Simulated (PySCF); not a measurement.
Computed IR spectrum (relative IR intensity) of a molecule C2H5BO3. Geometry optimised at PBE0-D3(BJ)/def2-SVP. The values are those of a single conformer. Calculation: PBE0-D3(BJ)/def2-SVP run with PySCF. Harmonic, unscaled wavenumbers; measured fundamentals usually lie a few per cent lower.

ν (cm⁻¹): 206 (vw), 357 (w), 433 (vw), 576 (w), 599 (m), 817 (vw), 897 (w), 970 (vs), 991 (w), 1088 (m), 1146 (w), 1171 (vw), 1210 (vw), 1243 (vw), 1268 (m), 1344 (vs), 1441 (m), 1463 (m), 1525 (m), 1552 (vs), 2987 (m), 3009 (w), 3115 (m), 3134 (vw), 3897 (m) (against the strongest line: vs over 80 %, s over 45 %, m over 15 %, w over 4 %, vw less)

Q: Which structure fits?
A. OB1COCO1
B. OB1OCCO1
C. COB1OCO1
D. CB(O)OC=O

A: A, OB1COCO1
